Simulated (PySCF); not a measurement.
Several orderings of computed values.

All species are isolated and taken at one optimised geometry, non-relativistic unless stated. Electronic properties by PySCF.

Dipoles, sizes and rotational constants follow the conformer. The torsions of the flexible species, by atom-mapped SMILES:
- `[CH3:1]/[C:2]([F:3])=[C:4](\[CH3:5])[C:6](=[O:7])[F:8]`: C2–C4–C6–O7 180°
- `[CH3:1][CH2:2][CH:3]([CH3:4])[CH2:5][CH3:6]`: C1–C2–C3–C4 -64°, C2–C3–C5–C6 -173°
- `[CH3:1][CH2:2][c:3]1[s:4][n:5][cH:6][c:7]1[F:8]`: C1–C2–C3–S4 56°
- `[CH:1]#[C:2][Si@:3]([CH3:4])([OH:5])[NH:6][CH3:7]`: C2–Si3–N6–C7 -59°, H–O5–Si3–C2 64°
- `[CH2:1]=[N:2][C:3](=[CH2:4])[O:5][SiH2:6][CH3:7]`: C1–N2–C3–C4 179°, N2–C3–O5–Si6 173°, C3–O5–Si6–C7 -178°
- `[CH2:1]=[C:2]([CH:3]=[O:4])[C@H:5]([F:6])[CH2:7][F:8]`: C1–C2–C3–O4 179°, C1–C2–C5–F6 16°, C2–C5–C7–F8 45°
- `[CH2:1]=[CH:2][C:3](=[O:4])[CH:5]([F:6])[F:7]`: C1–C2–C3–O4 -1°, C2–C3–C5–F6 60°

The conformers of `[H]/N=C\[Si@@H]1CCCO1` and `O=C(O)C1OCOCO1` aren't listed.

**Question.** Rank by lowest triplet excitation (Tamm–Dancoff), highest first (TDA PBE0/def2-SVPD at GFN2-xTB geometries).
A. `C=NC(=C)O[SiH2]C`
B. `CCc1sncc1F`
C. `C/C(F)=C(\C)C(=O)F`
D. `[H]/N=C\[Si@@H]1CCCO1`
E. `C#C[Si@](C)(O)NC`
F. `O=C(O)C1OCOCO1`
G. `CCC(C)CC`

**Answer.** G (8.19 eV), E (4.96 eV), F (4.81 eV), B (3.90 eV), C (3.46 eV), D (3.25 eV), A (3.10 eV).

**Question.** Rank by HOMO–LUMO gap, highest first (PBE0/def2-SVPD at GFN2-xTB geometries).
A. `CCc1sncc1F`
B. `[H]/N=C\[Si@@H]1CCCO1`
C. `CCC(C)CC`
D. `C[SiH2]OC(=C)N=C`
E. `O=C(O)C1OCOCO1`
F. `C/C(F)=C(\C)C(=O)F`
G. `C=C(C=O)[C@H](F)CF`
H. `C#C[Si@](C)(O)NC`

**Answer.** C (9.43 eV), E (7.22 eV), H (6.72 eV), A (6.34 eV), F (6.13 eV), B (6.01 eV), G (5.79 eV), D (5.65 eV).

**Question.** By how much do the two ends of that ranking differ?

**Answer.** By 3.78 eV, between `CCC(C)CC` and `C=NC(=C)O[SiH2]C`.

**Question.** Rank by static isotropic polarisability, highest first (PBE0/def2-SVPD at GFN2-xTB geometries).
A. `C=C(C=O)[C@H](F)CF`
B. `O=C(O)C1OCOCO1`
C. `[H]/N=C\[Si@@H]1CCCO1`
D. `CCC(C)CC`

**Answer.** C (80.8 au), D (74.7 au), A (65.2 au), B (63.7 au).

**Question.** By how much do the two ends of that ranking differ?

**Answer.** By 17.1 au, between `[H]/N=C\[Si@@H]1CCCO1` and `O=C(O)C1OCOCO1`.

**Question.** Rank by dipole moment, lowest first (PBE0/def2-SVPD at GFN2-xTB geometries).
A. `CCC(C)CC`
B. `C/C(F)=C(\C)C(=O)F`
C. `C=NC(=C)O[SiH2]C`
D. `C=CC(=O)C(F)F`

**Answer.** A (0.10 D), D (1.69 D), C (2.01 D), B (4.94 D).

**Question.** Rank by electronic spatial extent ⟨r²⟩ about the centre of nuclear charge, highest first (PBE0/def2-SVPD at GFN2-xTB geometries).
A. `[C@@H](C(=C)C=O)(F)CF`
B. `CCC(C)CC`
C. `C=CC(=O)C(F)F`
D. `[Si@@](C)(NC)(C#C)O`
E. `C=NC(=C)O[SiH2]C`
F. `s1c(c(F)cn1)CC`
G. `C/C(F)=C(\C)C(=O)F`

**Answer.** E (1148 bohr²), F (1087 bohr²), D (1018 bohr²), G (986 bohr²), A (917 bohr²), B (841 bohr²), C (744 bohr²).

**Question.** Rank by HOMO energy, lowest first (PBE0/def2-SVPD at GFN2-xTB geometries).
A. `C/C(F)=C(\C)C(=O)F`
B. `C=NC(=C)O[SiH2]C`
C. `C(CC)(C)CC`
D. `CCc1sncc1F`
E. `N([Si@@](C#C)(C)O)C`
F. `C=CC(=O)C(F)F`

**Answer.** C (-8.62 eV), F (-8.14 eV), A (-7.89 eV), D (-7.46 eV), B (-6.87 eV), E (-6.75 eV).
